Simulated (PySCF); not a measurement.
```xyz
9

Zn     0.0001    -0.0001     0.0000
C      0.8265     1.6708     0.5652
H      1.7270     1.4867     1.1900
H      0.1239     2.2877     1.1659
H      1.1446     2.2813    -0.3072
C     -0.8264    -1.6710    -0.5651
H     -1.7622    -1.4877    -1.1359
H     -1.0866    -2.3097     0.3064
H     -0.1464    -2.2588    -1.2186
```

Charge 0, multiplicity 1.

Q: Give the Mulliken and meta-Löwdin atomic charges from TPSSh-D3(BJ)/def2-TZVP // BP86-D3(BJ)/def2-SVP (PySCF).

A: 
| atom | Mulliken (e) | meta-Löwdin (e) |
|---|---|---|
| Zn1 | 0.36 | 1.04 |
| C2 | -0.56 | -0.84 |
| H3 | 0.13 | 0.11 |
| H4 | 0.13 | 0.11 |
| H5 | 0.13 | 0.11 |
| C6 | -0.56 | -0.84 |
| H7 | 0.13 | 0.11 |
| H8 | 0.13 | 0.11 |
| H9 | 0.13 | 0.11 |
